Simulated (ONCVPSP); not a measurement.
# Potentials for magnesium compared

Generated with ld1.x 7.5 (TM, RRKJ, ultrasoft, PAW), atompaw 4.2 or ONCVPSP 4.0.1. The cutoff is in Ry: for ld1.x and atompaw files where the sum of valence levels is converged to 10 mRy in a Bessel basis, for ONCV files where the hardest occupied wave has 1 mHa per electron of residual kinetic energy. The error is the largest all-electron minus pseudo excitation energy over each file’s own four to seven test configurations (ionisations up to +4, promotions, holes and added fractions of an electron), all of which were solved. The labels leave out finer settings (local radius, basis sizes, second energies), which also bear on the numbers. Spin-polarised tests are not counted. The rows are a selection from randomly drawn settings: files with unsolved tests, undetermined cutoffs or missed reference levels are left out.

A true bound ghost makes a file unfit for plane-wave use even where its test errors are small: the radial tests pick states by their node count and pass the ghost by.

```csv
potential,cutoff (Ry),largest error (meV),bound ghosts
"ONCV, PBE, scalar-relativistic, rc 1.30/0.90/1.05 (spd), local smoothed, core correction yes, reference 2s2 2p6 3s2, qcut 9.7/14.7/9.7, projectors 2/1/2",173,-278,none
"ONCV, PBE, scalar-relativistic, rc 1.40/1.15/1.25 (spd), local smoothed, core correction yes, reference 2s2 2p6 3s2, qcut 9.3/11.1/8.2, projectors 2/3/3",105,-381,d
"ONCV, LDA (Perdew-Zunger), scalar-relativistic, rc 0.95/0.90 (sp), local smoothed, core correction yes, reference 2s2 2p6, qcut 14.8/17.4, projectors 2/2",218,-51,none
"ONCV, PW91, scalar-relativistic, rc 1.05/1.10/1.05 (spd), local smoothed, core correction yes, reference 2s2 2p6 3s2, qcut 13.9/13.7/7.8, projectors 2/2/1",135,-1.1,none
"ONCV, LDA (Perdew-Zunger), scalar-relativistic, rc 2.35/2.35 (sp), local s, core correction yes, reference 3s2, qcut 2.1/3.3, projectors 0/1",16,-43,none
"ONCV, PBE, scalar-relativistic, rc 1.40/1.15 (sp), local smoothed, core correction yes, reference 2s2 2p6 3s2, qcut 8.4/12.8, projectors 2/2",122,+265,none
"ONCV, PBE, scalar-relativistic, rc 1.30/0.95/1.40 (spd), local smoothed, core correction no, reference 2s2 2p6 3s1, qcut 11.8/15.5/6.1, projectors 2/1/2",168,+102,none
```

**Question.** Fill in the row for Mg: ONCV, PBE, scalar-relativistic, rc 0.95/0.65/0.85 (spd), local smoothed, core correction yes, reference 2s2 2p6 3s2, qcut 15.8/19.7/10.4, projectors 3/1/3.

**Answer.** cutoff 315 Ry, largest error -42 meV, bound ghosts: d.

**Question.** Fill in the row for Mg: ONCV, LDA (Perdew-Zunger), scalar-relativistic, rc 1.10/1.30/1.10 (spd), local d, core correction yes, reference 2s2 2p6 3s1 3p1, qcut 9.8/12.7/9.2, projectors 2/2/0.

**Answer.** cutoff 108 Ry, largest error -310 meV, bound ghosts: none.
